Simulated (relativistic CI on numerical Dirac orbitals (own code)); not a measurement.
Level scheme of Ho52+

Computed by Dirac-Coulomb-Breit CI, KLI orbitals optimised for each configuration, model QED (radiative potential, 1s self-energy scaled to tabulated hydrogen-like ionisation energies), unscaled Slater integrals (own radial code, finite nucleus).

Configuration list (outside the closed core [Ne]): 3s²3p³, 3s3p⁴, 3s²3p²3d, 3p⁵, 3s3p³3d, 3p⁴3d, 3s3p²3d², 3s²3p3d4p, 3p⁴4s, 3s3p²3d4s, 3s²3p²4s, 3p⁴4p, 3s²3p3d², 3s²3d³, 3s3p3d³, 3s²3d²4s, 3p³3d², 3p²3d³, 3p²3d²4s, 3s²3p3d4s, 3s3p3d²4s, 3s²3d4s², 3s3p²3d4p, 3s3p3d²4p, 3p²3d²4p, 3s3p3d4s4p. Double excitations out of closed p, d and f shells are left out; levels of such configurations are missing from the list, as are those of other unlisted configurations, and high levels can miss mixing partners.

The lowest level is 3s²3p³ ²P°3/2, with 47 % of that term; Hund's rules for 3s²3p³ give ⁴S° with J = 3/2, of which the calculation keeps J, while another term leads.

| No. | Configuration | Term | J | E (eV) | % | jj configuration (%) |
| --- | --- | --- | --- | --- | --- | --- |
| 1 | 3s²3p³ | ²P° | 3/2 | 0.000 | 47 | 3p3/2 (99) |
| 2 | 3p²(1S)3d | ²D | 3/2 | 202.159 | 39 | 3p1/2^2 3d3/2 (99) |
| 3 | 3s²3p³ | ⁴S° | 3/2 | 208.840 | 54 | 3p1/2 3p3/2^2 (99) |
| 4 | 3s²3p³ | ²D° | 5/2 | 219.683 | 99 | 3p1/2 3p3/2^2 (99) |
| 5 | 3s²3p³ | ²P° | 1/2 | 233.236 | 99 | 3p1/2 3p3/2^2 (99) |
| 6 | 3p²(1S)3d | ²D | 5/2 | 263.668 | 31 | 3p1/2^2 3d5/2 (96) |
| 7 | 3s3p⁴(3P) | ⁴P | 5/2 | 358.273 | 66 | 3s 3p3/2^2 (90) |
| 8 | 3s3p⁴(3P) | ²P | 3/2 | 385.367 | 32 | 3s 3p3/2^2 (69) |
| 9 | 3s3p⁴(1S) | ²S | 1/2 | 386.053 | 53 | 3s 3p3/2^2 (84) |
| 10 | 3p²(3P)3d | ⁴F | 5/2 | 409.217 | 46 | 3p1/2 3p3/2 3d3/2 (98) |
| 11 | 3p²(3P)3d | ⁴D | 1/2 | 411.758 | 80 | 3p1/2 3p3/2 3d3/2 (99) |
| 12 | 3p²(3P)3d | ⁴F | 3/2 | 411.764 | 33 | 3p1/2 3p3/2 3d3/2 (92) |
| 13 | 3p²(1D)3d | ²G | 7/2 | 420.294 | 49 | 3p1/2 3p3/2 3d3/2 (97) |
| 14 | 3s²3p³ | ²P° | 3/2 | 443.739 | 51 | 3p3/2^3 (98) |
| 15 | 3p²(3P)3d | ²D | 5/2 | 446.769 | 35 | 3p1/2 3p3/2 3d3/2 (89) |
| 16 | 3p²(1D)3d | ²P | 1/2 | 455.152 | 38 | 3p1/2 3p3/2 3d3/2 (88) |
| 17 | 3p²(1D)3d | ²D | 3/2 | 455.204 | 26 | 3p1/2 3p3/2 3d3/2 (77) |
| 18 | 3p²(3P)3d | ⁴D | 7/2 | 460.256 | 47 | 3p1/2 3p3/2 3d5/2 (99) |
| 19 | 3p²(3P)3d | ²P | 3/2 | 469.754 | 44 | 3p1/2 3p3/2 3d5/2 (94) |
| 20 | 3p²(1D)3d | ²G | 9/2 | 472.115 | 61 | 3p1/2 3p3/2 3d5/2 (99) |
| 21 | 3p²(3P)3d | ²F | 5/2 | 473.496 | 34 | 3p1/2 3p3/2 3d5/2 (94) |
| 22 | 3p²(1D)3d | ²F | 7/2 | 494.042 | 57 | 3p1/2 3p3/2 3d5/2 (94) |
| 23 | 3p²(1D)3d | ²D | 5/2 | 494.265 | 41 | 3p1/2 3p3/2 3d5/2 (91) |
| 24 | 3p²(3P)3d | ²D | 3/2 | 501.667 | 62 | 3p1/2 3p3/2 3d5/2 (96) |
| 25 | 3p²(3P)3d | ²P | 1/2 | 505.061 | 54 | 3p1/2 3p3/2 3d5/2 (94) |
| 26 | 3s3p³(2P°)<3P°>3d | ⁴D° | 5/2 | 555.601 | 29 | 3s 3p3/2 3d3/2 (94) |
| 27 | 3s3p³(4S°)<5S°>3d | ⁶D° | 3/2 | 557.602 | 26 | 3s 3p3/2 3d3/2 (94) |
| 28 | 3s3p³(2P°)<3P°>3d | ⁴P° | 1/2 | 559.202 | 44 | 3s 3p3/2 3d3/2 (95) |
| 29 | 3s3p³(2P°)<3P°>3d | ⁴F° | 7/2 | 564.395 | 24 | 3s 3p3/2 3d3/2 (89) |
| 30 | 3s3p⁴(3P) | ⁴P | 3/2 | 578.989 | 65 | 3s 3p1/2 3p3/2^3 (85) |
| 31 | 3s3p³(2P°)<1P°>3d | ²D° | 3/2 | 581.045 | 25 | 3s 3p3/2 3d3/2 (80) |
| 32 | 3s3p³(2P°)<1P°>3d | ²F° | 5/2 | 593.176 | 27 | 3s 3p3/2 3d3/2 (80) |
| 33 | 3s3p⁴(1D) | ²D | 5/2 | 594.354 | 63 | 3s 3p1/2 3p3/2^3 (84) |
| 34 | 3s3p³(4S°)<3S°>3d | ⁴D° | 1/2 | 596.686 | 44 | 3s 3p3/2 3d3/2 (87) |
| 35 | 3s3p³(2P°)<3P°>3d | ⁴F° | 9/2 | 607.520 | 47 | 3s 3p3/2 3d5/2 (97) |
| 36 | 3s3p⁴(3P) | ²P | 1/2 | 612.661 | 45 | 3s 3p1/2 3p3/2^3 (73) |
| 37 | 3s3p⁴(3P) | ²P | 3/2 | 614.946 | 41 | 3s 3p1/2 3p3/2^3 (75) |
| 38 | 3s3p³3d | ⁴D° | 5/2 | 622.032 | 31 | 3s 3p3/2 3d5/2 (94) |
| 39 | 3p3d²(3F) | ⁴G° | 5/2 | 623.782 | 44 | 3p1/2 3d3/2^2 (81) |
| 40 | 3s3p³(2P°)<3P°>3d | ²F° | 7/2 | 630.019 | 30 | 3s 3p3/2 3d5/2 (85) |
| 41 | 3s3p³(2P°)<3P°>3d | ²D° | 3/2 | 630.950 | 31 | 3s 3p3/2 3d5/2 (84) |
| 42 | 3s3p³(2P°)<1P°>3d | ²F° | 7/2 | 645.683 | 25 | 3s 3p3/2 3d5/2 (88) |
| 43 | 3s3p³(2P°)<3P°>3d | ²P° | 1/2 | 652.528 | 44 | 3s 3p3/2 3d5/2 (93) |
| 44 | 3s3p³(2P°)<1P°>3d | ²D° | 5/2 | 657.775 | 25 | 3s 3p3/2 3d5/2 (80) |
| 45 | 3p²(1D)3d | ²D | 5/2 | 658.137 | 25 | 3p3/2^2 3d3/2 (85) |
| 46 | 3p²(3P)3d | ²F | 7/2 | 658.270 | 47 | 3p3/2^2 3d3/2 (95) |
| 47 | 3s3p³(2P°)<3P°>3d | ⁴D° | 3/2 | 659.123 | 23 | 3s 3p3/2 3d5/2 (77) |
| 48 | 3p3d²(3P) | ⁴D° | 1/2 | 660.769 | 38 | 3p1/2 3d3/2^2 (85) |
| 49 | 3p²(1D)3d | ²D | 3/2 | 660.972 | 24 | 3p3/2^2 3d3/2 (76) |
| 50 | 3p²(3P)3d | ⁴P | 1/2 | 662.105 | 38 | 3p3/2^2 3d3/2 (77) |
| 51 | 3p3d²(3F) | ²D° | 3/2 | 664.629 | 31 | 3p1/2 3d3/2^2 (76) |
| 52 | 3p3d²(3F) | ⁴G° | 7/2 | 676.562 | 56 | 3p1/2 3d3/2 3d5/2 (93) |
| 53 | 3p²(1S)3d | ²D | 3/2 | 677.521 | 67 | 3p3/2^2 3d3/2 (88) |
| 54 | 3s²3p3d² | ²D° | 5/2 | 679.934 | 25 | 3p1/2 3d3/2 3d5/2 (93) |
| 55 | 3p²(1D)3d | ²F | 7/2 | 683.790 | 52 | 3p3/2^2 3d5/2 (97) |
| 56 | 3p3d²(3P) | ⁴D° | 3/2 | 685.655 | 41 | 3p1/2 3d3/2 3d5/2 (89) |
| 57 | 3p²(3P)3d | ⁴F | 9/2 | 685.908 | 60 | 3p3/2^2 3d5/2 (98) |
| 58 | 3p3d²(3P) | ⁴P° | 1/2 | 686.685 | 43 | 3p1/2 3d3/2 3d5/2 (92) |
| 59 | 3p3d²(1G) | ²H° | 9/2 | 689.574 | 45 | 3p1/2 3d3/2 3d5/2 (95) |
| 60 | 3p²(3P)3d | ²P | 1/2 | 692.434 | 52 | 3p3/2^2 3d5/2 (93) |
| 61 | 3p²(1S)3d | ²D | 5/2 | 712.724 | 76 | 3p3/2^2 3d5/2 (98) |
| 62 | 3p3d²(3F) | ⁴D° | 5/2 | 716.121 | 25 | 3p1/2 3d3/2 3d5/2 (82) |
| 63 | 3p3d²(1G) | ²F° | 7/2 | 718.332 | 34 | 3p1/2 3d3/2 3d5/2 (78) |
| 64 | 3p3d²(3P) | ²P° | 3/2 | 724.535 | 25 | 3p1/2 3d3/2 3d5/2 (81) |
| 65 | 3p²(1D)3d | ²P | 3/2 | 725.124 | 42 | 3p3/2^2 3d5/2 (93) |
| 66 | 3p²(3P)3d | ²D | 5/2 | 730.149 | 51 | 3p3/2^2 3d5/2 (91) |
| 67 | 3p3d²(1G) | ²F° | 7/2 | 744.450 | 31 | 3p1/2 3d5/2^2 (79) |
| 68 | 3p3d²(3F) | ⁴G° | 9/2 | 745.650 | 27 | 3p1/2 3d5/2^2 (90) |
| 69 | 3s3p³(2D°)<3D°>3d | ⁴D° | 3/2 | 751.547 | 21 | 3s 3p1/2 3p3/2^2 3d3/2 (69) |
| 70 | 3p3d²(1D) | ²P° | 3/2 | 753.535 | 27 | 3p1/2 3d5/2^2 (86) |

Energies count from the lowest computed level; ° marks odd parity. Percentages are summed over parent terms; the parents shown are those of the largest component, closed shells are left out there, and <> holds an intermediate term. Filled j subshells are mostly left out of the jj labels.

The mean weight of the leading LS term, summed over parents, in these 70 levels is 43 %, and that of the leading jj configuration (from the same eigenvectors) 89 %, so jj coupling describes them better and the LS labels are nominal.

At this charge energies of transitions that change n are usually good to better than 1 %, and those within a shell (Δn = 0) to a few per cent.

LS names give the leading component of a level, which can be under half, so a name can repeat, a term be missing and a line seem to break the LS rules.
